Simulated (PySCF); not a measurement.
## How methods differ on the excitation energy of Ga

Ga [Ar] 3d10 4s2 4p1 (2P) → Ga [Ar] 3d10 4s2 4d1 (2D), as a difference of total energies. Computed with PySCF 2.14 in aug-cc-pwCVDZ-PP with ECP10MDF, with scalar relativity through the core potential. Correlated levels: valence and next inner shell: nothing frozen outside the core potential. The calculations carry no spin-orbit coupling.

| method | excitation energy (cm⁻¹) |
| --- | --- |
| UHF | 40178 |
| MP2 (valence and next inner shell) | 40955 |
| SCS-MP2 (valence and next inner shell) | 40582 |
| CCSD (valence and next inner shell) | 40041 |
| CCSD(T) (valence and next inner shell) | 39467 |

Errors of the correlated levels include the incompleteness of this basis.

The promoted electron is Rydberg-like, and one or two diffuse shells describe it only roughly, which tends to raise the upper state.

The coupled-cluster amplitudes are large for the upper state (T1 above 0.03 or a double amplitude above 0.15), so a single reference is strained.

Task: Which method comes closest to the reference value, and which is furthest?

Result: The reference is 34235 cm⁻¹ (measured; NIST levels, between the centres of gravity of the two terms). Closest: CCSD(T) (valence and next inner shell) (error 5232.2 cm⁻¹); furthest: MP2 (valence and next inner shell) (error 6720.2 cm⁻¹).
